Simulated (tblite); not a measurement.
C2H5F2NO4S2.
Cartesian coordinates in Å at the GFN2-xTB level; atoms count from 1:
```xyz
16
C2H5F2NO4S2 angstrom
C     -1.4929   -0.3866    1.0669
C     -1.1716   -0.1746   -0.4040
N      0.2370    0.1214   -0.6252
S      0.8598    1.5505   -0.1158
O     -0.1812    2.4636    0.1531
O      1.9273    1.3720    0.7753
F      1.4779    1.9924   -1.5289
S      1.3430   -1.0745   -0.6105
O      2.5665   -0.5912   -1.0913
O      0.7657   -2.2681   -1.0916
F      1.4912   -1.2936    0.9826
H     -2.5554   -0.5898    1.1807
H     -0.9301   -1.2264    1.4649
H     -1.2402    0.5096    1.6291
H     -1.3776   -1.0707   -0.9916
H     -1.7269    0.6749   -0.8051
```

Computed with GFN2-xTB (tblite): harmonic, unscaled wavenumbers at the GFN2-xTB geometry, gas phase. The method is semi-empirical: single wavenumbers can be off by several per cent or more. One conformer, not necessarily the lowest.

Harmonic wavenumbers (cm⁻¹): 38.6, 61.3, 92.2, 105.8, 140.6, 188.1, 223.7, 244.2, 267.9, 294.9, 305.1, 377.2, 384.9, 411.6, 433.4, 487.0, 495.3, 522.3, 630.1, 692.1, 699.0, 788.9, 891.2, 985.3, 1094.8, 1135.4, 1149.6, 1175.1, 1193.1, 1242.9, 1301.2, 1370.7, 1389.3, 1395.0, 1423.3, 1470.3, 1482.2, 2974.5, 2980.8, 3041.6, 3048.3, 3060.2.

A = 1285, B = 909.8, C = 707.3 MHz; mass 208.963 u (most abundant isotopes); point group C1, symmetry number 1.

Task: What is the zero-point energy?

Result: Half the sum of the wavenumbers: 20844 cm⁻¹ = 249.36 kJ/mol.

Task: Give the ideal-gas entropy at 500 K and 1 bar in the rigid-rotor, harmonic-oscillator model (classical rotation).

Result: Translation 186.23, rotation 133.40, vibration 251.07: S = 570.7 J/(mol K).

Task: And Cp and H(500 K) − H(0)?

Result: Cp = 245.31 J/(mol K), of which vibrations give 212.05 (their classical limit is 42 R = 349.2); H(500 K) − H(0) = 78.25 kJ/mol without the zero-point energy, 61.62 from vibrations.

Task: What must be added to the electronic energy to get the Gibbs energy at 500 K and 1 bar?

Result: ZPE + [H(500 K) − H(0)] − T·S = 249.36 + 78.25 − 285.35 = 42.26 kJ/mol.

Task: Which modes carry the vibrational entropy at 500 K?

Result: 38.6 cm⁻¹: 26.59; 61.3 cm⁻¹: 22.75; 92.2 cm⁻¹: 19.37; 105.8 cm⁻¹: 18.23; 140.6 cm⁻¹: 15.89; 188.1 cm⁻¹: 13.52 J/(mol K); the other 36 give 134.71 together.

Task: Blend soft modes into free rotors: weight 1/[1 + (100 cm⁻¹/ν̃)⁴] for the oscillator and the rest for a rotor with moment μB/(μ + B), μ = h/(8π²ν), B = 10⁻⁴⁴ kg m². What vibrational entropy results?

Result: 231.22 J/(mol K) in place of 251.07, which changes −T·S at 500 K by +9.93 kJ/mol.

Task: How do the functions run with temperature in this model?

Result: 
```json
{"T (K)": "150", "S (J/(mol K))": "355.7", "Cp (J/(mol K))": "121.2", "H − H(0) (kJ/mol)": "11.44", "G − H(0) (kJ/mol)": "-41.92", "ln q(vib)": "3.99"}
{"T (K)": "250", "S (J/(mol K))": "428.8", "Cp (J/(mol K))": "166.5", "H − H(0) (kJ/mol)": "25.94", "G − H(0) (kJ/mol)": "-81.27", "ln q(vib)": "7.43"}
{"T (K)": "298.15", "S (J/(mol K))": "459.7", "Cp (J/(mol K))": "184.8", "H − H(0) (kJ/mol)": "34.40", "G − H(0) (kJ/mol)": "-102.67", "ln q(vib)": "9.04"}
{"T (K)": "400", "S (J/(mol K))": "518.9", "Cp (J/(mol K))": "218.6", "H − H(0) (kJ/mol)": "55.01", "G − H(0) (kJ/mol)": "-152.57", "ln q(vib)": "12.33"}
{"T (K)": "600", "S (J/(mol K))": "617.4", "Cp (J/(mol K))": "266.4", "H − H(0) (kJ/mol)": "103.88", "G − H(0) (kJ/mol)": "-266.54", "ln q(vib)": "18.26"}
{"T (K)": "900", "S (J/(mol K))": "734.1", "Cp (J/(mol K))": "307.9", "H − H(0) (kJ/mol)": "190.67", "G − H(0) (kJ/mol)": "-470.02", "ln q(vib)": "26.02"}
```

q(vib) and H(0) count from the zero-point level.

Hindered rotation and anharmonicity are outside this model. Other conformers, if any are populated, would add a mixing term that is left out. The structure is chiral; the term R ln 2 for an equal mix with its mirror image is left out.
